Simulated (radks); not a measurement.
The numbers below are computed, except where a source is named.
Neutral iodine inside a hard spherical wall (all orbitals vanish at R), configuration held at [Kr] 4d10 5s2 5p5 and not refilled when levels cross. Level of theory: scalar-relativistic Kohn-Sham, PBE, spin-unpolarised, spherical densities, point nucleus (a radial shooting solver on a logarithmic mesh with Libxc functionals). Eigenvalues in eV, with the zero of energy where the potential of the charges vanishes at infinity; a dash marks a level that is unbound or too diffuse for the functional's potential to be trusted. A positive occupied level is held by the wall or, in an anion where self-interaction has pushed it up, behind a barrier. The pressure on the wall is -dE/dV.

R (bohr),E (hartree),kinetic (hartree),e(4p),e(4d),e(5s),e(5p),"e(6s, empty)","e(5d, empty)",pressure (GPa)
free,-7116.39695,7469.948,-127.57,-50.279,-17.407,-7.086,-,-,0
15,-7116.39695,7469.948,-127.57,-50.279,-17.407,-7.086,-0.460,1.128,< 0.0001
12,-7116.39694,7469.948,-127.57,-50.278,-17.407,-7.085,-0.313,1.446,0.000106
8,-7116.39550,7469.962,-127.48,-50.189,-17.333,-7.014,1.057,2.656,0.0753
3.5,-7115.30237,7475.151,-115.90,-38.949,-7.844,4.402,44.638,23.718,342
3,-7113.84952,7480.853,-108.22,-31.621,0.241,14.494,76.527,38.756,1160
2.5,-7110.00874,7494.872,-94.697,-18.724,18.332,36.595,139.99,69.158,4650
2,-7098.12538,7535.859,-67.544,8.267,67.135,93.634,283.20,139.54,24400
1.5,-7051.51367,7681.715,0.087,81.567,233.18,274.83,673.12,336.61,190000
